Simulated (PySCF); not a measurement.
CH3Se, SMILES C[Se] (connectivity only; charge and spin as stated), charge -1, multiplicity 1. Coordinates come from a PBE0-D3(BJ)/def2-TZVPD optimisation. The spin state was assumed, not searched. The isomer is the one that the SMILES or the coordinates give; other isomers of the formula were not compared.

Computed with PySCF with PBE0-D3(BJ)/def2-TZVPD.

Harmonic wavenumbers (cm⁻¹): 595, 866, 866, 1255, 1463, 1463, 3012, 3080, 3080. Rotational constants (GHz): 159.7, 9.172, 9.172; symmetry number 3.

Q: Work out the zero-point energy and the ideal-gas rigid-rotor harmonic-oscillator thermochemistry at 298.15 K and 1 atm.

A: ZPE = ½ Σ hcν = ½ × 15681 cm⁻¹ = 22.42 kcal/mol. H − E(el) = 24.98 kcal/mol. Entropy in cal/(mol K): translation 39.53, rotation 18.53, vibration 0.84, total 58.90. G − E(el) = 7.42 kcal/mol. Cp = 10.43 cal/(mol K).
